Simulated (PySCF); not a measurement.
# Reading the logs of faulty runs: BClH3NSi

These are calculations, not measurements. The program is PySCF 2.14.0, an open-source quantum chemistry code, run on an isolated molecule that a program drew, which may never have been made. The molecule is BClH3NSi (charge 0, singlet), drawn as the SMILES string `N=[SiH]BCl`.

Each row is a Hartree-Fock (HF) and frozen-core CCSD(T) single point in the cc-pV(D+d)Z basis, meant for a local HF minimum. Run 1 is clean. Each other run has one planted mistake out of seven kinds, and not every kind appears here: one electron removed, one electron added, multiplicity raised by two, geometry at a saddle point, minimal basis STO-3G, one bond length entered in bohr, all coordinates scaled. The reference is restricted for singlets and unrestricted otherwise, and also for a bond in bohr. Adding or removing an electron swaps singlet and doublet. Electrons count all cores. HOMO and LUMO are orbital energies over both spins, the gradient is its largest component, and the lowest frequency (negative if imaginary) is given only where the gradient is small. Bond lengths are over the 6 bonds as drawn. T1 is the CCSD diagnostic: over 0.02 (restricted) or 0.045 (unrestricted) a single reference is doubtful.

Geometry of the clean run:
```xyz
7
BClH3NSi, angstrom
N    -1.9506   -2.7079   -1.3471
Si   -0.7552   -1.7756   -1.7941
B     1.0337   -2.3655   -2.5760
Cl    2.2333   -1.1571   -3.0093
H    -1.8970   -3.7085   -1.4264
H    -0.9153   -0.3193   -1.6443
H     1.3216   -3.5077   -2.7613
```

| run | electrons | basis functions | <S^2> | HOMO (eV) | LUMO (eV) | gradient (hartree/bohr) | lowest frequency (cm^-1) | mean bond (Å) | longest bond (Å) | T1 | HF (hartree) | CCSD(T) (hartree) | mistake |
|---|---|---|---|---|---|---|---|---|---|---|---|---|---|
| 1 | 46 | 89 | 0.000 | -10.20 | 0.24 | 8.7e-06 | 48 | 1.5079 | 2.040 | 0.0197 | -829.30558 | -829.84842 | no fault |
| 2 | 46 | 89 | 2.026 | -6.96 | 0.12 | 9.7e-02 | - | 1.5079 | 2.040 | 0.0418 | -829.24527 | -829.75882 | multiplicity raised by two |
| 3 | 47 | 89 | 0.799 | -1.38 | 7.10 | 6.1e-02 | - | 1.5079 | 2.040 | 0.0184 | -829.32573 | -829.87367 | one electron added |
| 4 | 46 | 89 | 1.277 | -9.28 | 0.33 | 7.7e-02 | - | 1.6569 | 2.040 | 0.0689 | -829.18585 | -829.70604 | one bond length entered in bohr |
| 5 | 45 | 89 | 0.788 | -16.63 | -5.67 | 7.3e-02 | - | 1.5079 | 2.040 | 0.0362 | -829.01584 | -829.51393 | ? |

**Which mistake was planted in run 5, and what did it cost?**

It counts 45 electrons, one fewer than the clean run, at the same geometry and basis. So the mistake is: one electron removed. Subtracting run 1 and multiplying by 627.51 kcal/mol a hartree, the energy moved by 181.8 kcal/mol in HF and 209.9 kcal/mol in CCSD(T).

Cautions from the logs. Run 4: T1 is over the limit, so its CCSD(T) energy is less reliable.
